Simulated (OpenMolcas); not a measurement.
A calculation on Mo²⁺.

```yaml
Program: OpenMolcas 26.06
Method: "SS-CASPT2, IPEA 0.25 Eh, imaginary shift 0.1 Eh (closed shells correlated: 4s 4p)"
Basis: ANO-RCC-VQZP [8s7p5d3f2g1h]
Scalar_Hamiltonian: DKH2, point nucleus
Active_space: 4 electrons in 10 orbitals (4d 5d)
State_averaging: 2S+1 = 5 even, 5 roots; 2S+1 = 3 even, 45 roots; 2S+1 = 1 even, 49 roots
Spin-orbit_coupling: state interaction with AMFI integrals over the reference wave functions, term energies averaged over their components
```

(1) Which level of the active space comes out lowest?

(2) How high does 4d⁴ ⁵D₃ lie?

(3) How high does 4d⁴ ³P₀(1) lie?

(4) How high does 4d⁴ ³H₆ lie?

(5) The level at 14410 cm⁻¹ has J = 3. What is it made of, and what is its g factor?

Measured values: Sugar and Musgrove, J. Phys. Chem. Ref. Data 17, 155 (1988).

Results:

(1) 4d⁴ ⁵D₀, with 98 % of that term; it is also the measured ground level.

(2) 1235 cm⁻¹ above the lowest level; measured 1224 cm⁻¹ above the ground level, so the calculation is off by +1 %.

(3) 11370 cm⁻¹ above the lowest level; measured 11149 cm⁻¹ above the ground level, so the calculation is off by +2 %.

(4) 14190 cm⁻¹ above the lowest level; measured 13811 cm⁻¹ above the ground level, so the calculation is off by +3 %.

(5) 79 % 4d⁴ ³F₃(1), 20 % 4d⁴ ³G; g = 1.018, against 1.084 from Landé's formula for the pure leading term.

CASPT2 breaks the degeneracy within a term, and the mean is taken; among the terms shown or strongly mixed into the levels shown the widest spread is 72 cm-1 (4d⁴ ³F(1)). Active for correlation alone: 5d; no level in the range computed is led by a configuration that fills it, so any true level of that kind is missing. Computed and measured levels are paired by configuration, term and J; levels that our copy of the source lacks, or whose pairing is in doubt (as where it misses far off the trend of its configuration), stay unpaired and out of the deviations. Only configurations of the active space appear.

A number in round brackets counts repeated terms of one configuration in the order of the reference energies.
